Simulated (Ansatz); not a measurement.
Molecule: C6H7, net charge 0, doublet state. It need not be the lowest isomer of its formula. 
Coordinates optimised at B3LYP-D3(BJ)/def2-TZVP (Ansatz, a first-principles code):
```
C
C 1 1.3316
C 2 1.4533 1 114.45
C 3 1.3448 2 106.81 1 0.00
H 3 1.0790 4 127.36 2 180.00
H 4 1.0803 3 126.77 5 0.00
C 1 1.4891 2 131.15 3 180.00
H 7 1.0893 1 110.89 2 0.00
H 7 1.0940 8 108.12 1 122.30
H 7 1.0940 8 108.12 9 115.40
C 4 1.5064 6 123.87 3 -180.00
H 11 1.0961 4 111.76 6 59.76
H 11 1.0961 12 106.72 4 122.46
```
Charge 0, spin multiplicity 2.

Atomisation energy built up term by term with Ansatz (kcal/mol; UHF references for open shells; valence terms freeze the core; atomic spin-orbit terms are left out). CBS(X,Y): correlation extrapolated as X^-3; Hartree-Fock from the larger set.

The UHF reference is spin-contaminated (<S^2> 0.49 over the pure value in the largest basis). 

```
term                                          basis  kcal/mol
-----------------------  --------------------------  --------
Hartree-Fock                                cc-pVQZ   1016.00
CCSD correlation               CBS(cc-pVTZ,cc-pVQZ)    310.19
(T)                            CBS(cc-pVTZ,cc-pVQZ)     24.81
core correlation                          cc-pwCVTZ      6.67
scalar relativity (X2C)  cc-pVTZ-DK against cc-pVTZ     -1.02
sum: De                                                1356.6
```

(T) makes 1.8 % of the CCSD(T) atomisation energy; under 5 % is typical of single-reference molecules.
